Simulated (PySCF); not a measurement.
Species: C₇H₉O (doublet state).
Geometry (GFN2-xTB, Å), atoms numbered from 1 in this order:
```xyz
17
C7H9O angstrom
C      1.838   -0.629   -0.134
C      0.753    0.323   -0.626
C      0.239    1.296    0.373
C     -1.251    1.162    0.325
C     -1.436   -0.151    1.082
C     -1.058   -1.100    0.231
C     -0.612   -0.352   -1.010
O     -1.486    0.764   -1.019
H      2.083   -1.351   -0.910
H      2.737   -0.070    0.116
H      1.505   -1.164    0.751
H      1.121    0.849   -1.518
H      0.790    1.688    1.203
H     -1.862    2.008    0.619
H     -1.745   -0.217    2.106
H     -0.992   -2.162    0.361
H     -0.631   -0.882   -1.957
```

The hyperfine couplings belong to this conformer and change with its torsions.

As a line formula: `C[C@@H]1[CH][C@@H]2C=C[C@H]1O2` [radical].

Computed, not measured: PySCF 2.14.0, UKS B3LYP, pcH-1 on C H O, non-relativistic, mean-field spin-orbit, GIAO. Isolated species at its GFN2-xTB geometry, gas phase. A GFN2-xTB geometry isn't a minimum of the functional, and hyperfine couplings can be far from their values at a DFT geometry. Stability of the SCF solution: not tested.

Largest spin populations (Mulliken): C3 (+0.98), C6 (+0.15) and C2 (-0.07). The positive populations add up to 1.22 and the negative ones to -0.22, together 2S = 1. The angles at C3 add up to 355.7°, so it is nearly planar; its axial dipolar tensor and the negative coupling of its proton fit spin in a p orbital normal to that plane.

(1) McConnell's relation a(H) = Q·ρ ties the coupling of a proton on a planar π carbon to the spin population of that carbon. What Q do the computed values give?

(2) How do the β-proton couplings of this frozen conformer go with θ, the angle between the C–H bond and the normal to the plane of the spin centre's three neighbours, both seen down the bond from centre to carbon?

Answers

(1) 
| H | C | ρ(C) | a(H) (G) | a/ρ (G) |
| --- | --- | --- | --- | --- |
| H16 | C6 | +0.149 | -2.48 | -16.6 |

One proton gives one ratio, Q = -16.6 G, and no test of linearity.

(2) 
```tsv
β H	on	centre	θ (°)	cos²θ	a (G)
H12	C2	C3	9	0.98	+33.32
H14	C4	C3	56	0.31	+9.51
```

Couplings in gauss use g_iso = 2.0026.
